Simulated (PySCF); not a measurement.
Gas-phase reaction: 2 NH3 + 2 GaCl ⇌ GaHCl2 + GaH3 + N2H2

Method: PySCF energies (xtb for GFN2) plus ideal-gas RRHO corrections (1 bar). † marks an energy on the PBE0/def2-TZVP geometry and frequencies; other levels use their own. MP2 and CCSD(T) freeze the core. All species are closed-shell singlets. Ga: all electrons, no relativistic terms. GaHCl2, GaH3: computed as isolated molecules; such fragments, hydroxides, amides, oligomers or adducts are transient or little studied in the gas. MP2 isn't extrapolated to the basis-set limit; its ΔH°(298 K) is 225.9 kJ in def2-SVP and 274.7 kJ in def2-TZVPP. CCSD(T) isn't extrapolated to the basis-set limit; its ΔH°(298 K) is 231.7 kJ in def2-SVP and 269.0 kJ in def2-TZVPP. The harmonic model lacks anharmonicity and excited electronic states, which grow with temperature; levels with a mode under 35 cm⁻¹ are left out.

```csv
level,"ΔE electronic, kJ","ΔH°(298 K), kJ","ΔS°(298 K), J/K","ΔG°(1000 K), kJ"
CCSD(T)/def2-SVP†,273,232,-129,356
CCSD(T)/def2-TZVPP†,310,269,-129,393
GFN2-xTB,397,346,-122,459
HF/def2-TZVP†,323,281,-129,405
M06-2X/def2-TZVP†,339,298,-129,422
MP2/def2-SVP†,267,226,-129,350
PBE/def2-TZVP†,346,304,-129,428
PBE0/def2-QZVP†,348,306,-129,430
PBE0/def2-TZVP,337,296,-129,420
r2SCAN/def2-TZVP†,316,275,-129,399
```
ΔH° is lowest at MP2/def2-SVP† and highest at GFN2-xTB. No reference value is set beside these.
